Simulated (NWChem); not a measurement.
System: hydrogen telluride (H₂Te); SMILES [TeH2]

NWChem input:

```
start job
memory heap 200 mb stack 900 mb global 1100 mb
geometry units angstroms noautoz
  Te     0.000000     0.000000     0.033963
  H      0.000000    -1.174311    -1.133316
  H      0.000000     1.174311    -1.133316
end
basis spherical
  * library def2-tzvp
end
ecp
  Te library def2-ecp
end
dft
  xc b3lyp
  iterations 150
end
tddft
  cis
  nroots 6
  notriplet
end
task tddft energy
```

NWChem printed, in part:

```
             Northwest Computational Chemistry Package (NWChem) 7.3.0
             --------------------------------------------------------

 C2V symmetry detected

                             Geometry "geometry" -> ""
                             -------------------------

 Output coordinates in angstroms (scale by  1.889725989 to convert to a.u.)

  No.       Tag          Charge          X              Y              Z
 ---- ---------------- ---------- -------------- -------------- --------------
    1 Te                  52.0000     0.00000000     0.00000000     0.04323256
    2 H                    1.0000     1.17431100     0.00000000    -1.12404644
    3 H                    1.0000    -1.17431100     0.00000000    -1.12404644

 Effective nuclear repulsion energy (a.u.)      33.4634520555

      Symmetry information
      --------------------

 Group name             C2v
 Group number             16
 Group order               4
 No. of unique centers     2

                                 NWChem DFT Module
                                 -----------------

 Summary of "ao basis" -> "ao basis" (spherical)
 ------------------------------------------------------------------------------
       Tag                 Description            Shells   Functions and Types
 ---------------- ------------------------------  ------  ---------------------
 Te                        def2-tzvp                16       50   6s5p3d2f
 H                         def2-tzvp                 4        6   3s1p

      Symmetry analysis of basis
      --------------------------

        a1         26
        a2          6
        b1         17
        b2         13

            General Information
            -------------------
          SCF calculation type: DFT
          Wavefunction type:  closed shell.
          No. of atoms     :     3
          No. of electrons :    26
           Alpha electrons :    13
            Beta electrons :    13
          Charge           :     0
          Spin multiplicity:     1
          Use of symmetry is: off; symmetry adaption is: on
          Maximum number of iterations: 150
          AO basis - number of functions:    62
                     number of shells:    24
          Convergence on energy requested:  1.00D-06
          Convergence on density requested:  1.00D-05
          Convergence on gradient requested:  5.00D-04

              XC Information
              --------------
                         B3LYP Method XC Potential
                     Hartree-Fock (Exact) Exchange  0.200
                        Slater Exchange Functional  0.800 local
                    Becke 1988 Exchange Functional  0.720 non-local
              Lee-Yang-Parr Correlation Functional  0.810
                  VWN I RPA Correlation Functional  0.190 local

             Grid Information
             ----------------
          Grid used for XC integration:  medium
          Radial quadrature: Mura-Knowles
          Angular quadrature: Lebedev.
          Tag              B.-S. Rad. Rad. Pts. Rad. Cut. Ang. Pts.
          ---              ---------- --------- --------- ---------
          Te                  1.40      123           8.0       590
          H                   0.35       45           8.0       434
          Grid pruning is: on
          Number of quadrature shells:   213
          Spatial weights used:  Erf1

      Superposition of Atomic Density Guess
      -------------------------------------

 Sum of atomic energies:        -312.26787242

      Non-variational initial energy
      ------------------------------

 Total energy =    -268.028179
 1-e energy   =    -498.476639
 2-e energy   =     214.882467
 HOMO         =      -0.258086
 LUMO         =       0.024450

      Symmetry analysis of molecular orbitals - initial
      -------------------------------------------------

  Numbering of irreducible representations:

     1 a1          2 a2          3 b1          4 b2

  Orbital symmetries:

     1 a1          2 b1          3 a1          4 b2          5 b1
     6 a1          7 a1          8 a2          9 b2         10 a1
    11 b1         12 a1         13 b2         14 b1         15 a1
    16 b1         17 a1         18 b2         19 a1         20 a1
    21 a2         22 b2         23 b1

[...]

                                NWChem TDDFT Module
                                -------------------

            General Information
            -------------------
           No. of orbitals :     124
            Alpha orbitals :      62
             Beta orbitals :      62
        Alpha frozen cores :       0
         Beta frozen cores :       0
     Alpha frozen virtuals :       0
      Beta frozen virtuals :       0
         Spin multiplicity :       1
    Number of AO functions :      62
        Use of symmetry is : off
      Symmetry adaption is : on
         Schwarz screening :  0.10D-07

              XC Information
              --------------
                  B3LYP Method XC Potential
              Hartree-Fock (Exact) Exchange   0.20
                 Slater Exchange Functional   0.80 local
             Becke 1988 Exchange Functional   0.72 non-local
       Lee-Yang-Parr Correlation Functional   0.81
           VWN I RPA Correlation Functional   0.19 local

             TDDFT Information
             -----------------
          Calculation type : Tamm-Dancoff TDDFT
         Wavefunction type : Restricted singlets
          No. of electrons :      26
           Alpha electrons :      13
            Beta electrons :      13
              No. of roots :       6
          Max subspacesize :    5200
            Max iterations :     100
               Target root :       1
           Target symmetry : none
      Symmetry restriction : off
                 Algorithm : Optimal
        Davidson threshold :  0.10D-03

    6 smallest eigenvalue differences (eV)
--------------------------------------------------------
  No. Spin  Occ  Vir  Irrep   E(Occ)    E(Vir)   E(Diff)
--------------------------------------------------------
    1    1   13   14 a2       -0.233    -0.035     5.399
    2    1   13   15 b2       -0.233    -0.005     6.212
    3    1   12   14 b1       -0.341    -0.035     8.315
    4    1   12   15 a1       -0.341    -0.005     9.128
    5    1   13   16 a2       -0.233     0.120     9.622
    6    1   11   14 a1       -0.391    -0.035     9.692
--------------------------------------------------------

  Entering Davidson iterations
  Restricted singlet excited states

  Iter   NTrls   NConv    DeltaV     DeltaE      Time
  ----  ------  ------  ---------  ---------  ---------
    1      6       0     0.18E+00   0.10+100        2.3
    2     12       0     0.73E-01   0.40E-01        2.4
    3     18       0     0.46E-01   0.13E-01        2.5
    4     24       2     0.29E-01   0.58E-02        2.3
    5     28       5     0.14E+00   0.58E-02        2.1
    6     29       5     0.14E-01   0.23E-01        1.6
    7     30       5     0.55E-02   0.48E-03        1.9
    8     31       5     0.17E-02   0.42E-04        1.8
    9     32       5     0.17E-03   0.13E-05        1.7
   10     33       6     0.48E-04   0.23E-07        1.8
  ----  ------  ------  ---------  ---------  ---------
  Convergence criterion met

  Ground state a1       -269.305506228127 a.u.

  ----------------------------------------------------------------------------
  Root   1 singlet a2             0.154345868 a.u.                4.2000 eV
  ----------------------------------------------------------------------------
     Transition Moments    X  0.00000   Y  0.00000   Z -0.00000
     Dipole Oscillator Strength                    0.0000000000
     Electric Quadrupole                           0.0000000445
     Magnetic Dipole                               0.0000005852
     Total Oscillator Strength                     0.0000006297

     Occ.   13  b2  ---  Virt.   14  b1       0.99933
  ----------------------------------------------------------------------------
  Root   2 singlet b2             0.192563926 a.u.                5.2399 eV
  ----------------------------------------------------------------------------
     Transition Moments    X  0.00000   Y  0.15795   Z  0.00000
     Dipole Oscillator Strength                    0.0032027226
     Electric Quadrupole                           0.0000000374
     Magnetic Dipole                               0.0000003148
     Total Oscillator Strength                     0.0032030748

     Occ.   13  b2  ---  Virt.   15  a1       0.99632
  ----------------------------------------------------------------------------
  Root   3 singlet b1             0.287157643 a.u.                7.8140 eV
  ----------------------------------------------------------------------------
     Transition Moments    X  0.65007   Y -0.00000   Z  0.00000
     Dipole Oscillator Strength                    0.0808993995
     Electric Quadrupole                           0.0000000014
     Magnetic Dipole                               0.0000021487
     Total Oscillator Strength                     0.0809015496

     Occ.   11  b1  ---  Virt.   15  a1       0.32098
     Occ.   11  b1  ---  Virt.   19  a1       0.09403
     Occ.   12  a1  ---  Virt.   14  b1       0.91199
     Occ.   13  b2  ---  Virt.   21  a2       0.22914
  ----------------------------------------------------------------------------
  Root   4 singlet a1             0.301232709 a.u.                8.1970 eV
  ----------------------------------------------------------------------------
     Transition Moments    X -0.00000   Y -0.00000   Z -0.69643
     Dipole Oscillator Strength                    0.0974012646
     Electric Quadrupole                           0.0000002811
     Magnetic Dipole                               0.0000000000
     Total Oscillator Strength                     0.0974015457

[...]
```

Level: B3LYP/def2-TZVP with def2 effective core potentials on Te, TDA. Structure relaxed at the PBE0-D3(BJ)/def2-TZVP level. def2 effective core potentials on Te; no spin-orbit coupling.
